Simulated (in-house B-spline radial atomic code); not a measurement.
HSE06 excitations of S6+

Method: HSE06. Computed with an all-electron radial atomic-structure program (B-spline basis): linear response of the closed shell [He] 2s2 2p6 with the functional's adiabatic kernel; scalar-relativistic (spin-free one-electron X2C), finite nucleus, no spin-orbit coupling, no double excitations, S, P, D and F terms only. Only terms of natural parity with L up to 3 were computed.

Command:
```bash
python run_td.py task.json out
```
Settings (radii: box in bohr, nucleus in fm):
```
Z                        16
electrons                10
configuration            [He] 2s2 2p6
hamiltonian              x2c
method                   hse06
box_radius               14.35
rms_radius               3.2611
intervals                71
```

Time taken, with all properties: 0.7 s on 1 thread of Arm Neoverse N1 (shared host).

The lowest states, in the order of their Tamm-Dancoff energies; the method's threshold (minus the highest occupied level) is 264.19 eV. Labels give the largest channel, * marks a mixed state, and oscillator strengths are full-response dipole values. Semilocal kernels can invert the small singlet-triplet splittings of Rydberg terms. Energies in eV:

```json
{"state": "2p → 3s 3P", "full response": "?", "Tamm-Dancoff": "?", "oscillator strength": "-"}
{"state": "2p → 3s 1P", "full response": "166.43", "Tamm-Dancoff": "166.45", "oscillator strength": "0.212"}
{"state": "2p → 3p 3S", "full response": "177.01", "Tamm-Dancoff": "177.06", "oscillator strength": "-"}
{"state": "2p → 3p 3D", "full response": "178.41", "Tamm-Dancoff": "178.43", "oscillator strength": "-"}
{"state": "2p → 3p 1D", "full response": "179.50", "Tamm-Dancoff": "179.50", "oscillator strength": "-"}
{"state": "2p → 3p 1S", "full response": "186.71", "Tamm-Dancoff": "187.27", "oscillator strength": "-"}
{"state": "2p → 3d 3P", "full response": "196.12", "Tamm-Dancoff": "196.13", "oscillator strength": "-"}
{"state": "2p → 3d 3F", "full response": "196.50", "Tamm-Dancoff": "196.52", "oscillator strength": "-"}
{"state": "2p → 3d 1F", "full response": "197.27", "Tamm-Dancoff": "197.27", "oscillator strength": "-"}
{"state": "2p → 3d 1P", "full response": "200.17", "Tamm-Dancoff": "200.30", "oscillator strength": "1.44"}
{"state": "2p → 4s 3P", "full response": "217.32", "Tamm-Dancoff": "217.32", "oscillator strength": "-"}
{"state": "2p → 4s 1P", "full response": "?", "Tamm-Dancoff": "?", "oscillator strength": "?"}
```

Task: Where does 2p → 4s 1P lie?

Result: At 217.72 eV in full response, 217.73 eV in Tamm-Dancoff, oscillator strength 0.0369.

Task: Where does 2p → 3s 3P lie?

Result: At 165.03 eV in full response, 165.05 eV in Tamm-Dancoff.

Task: How large is the singlet-triplet splitting of 2p → 3s (P terms) in Tamm-Dancoff?

Result: 1.4 eV, from the unrounded values.

Task: What polarisabilities and dispersion coefficient does the method give?

Result: Dipole 0.07403 bohr³, quadrupole 0.03118 bohr⁵, C6 0.03756 hartree·bohr⁶ for two such species.
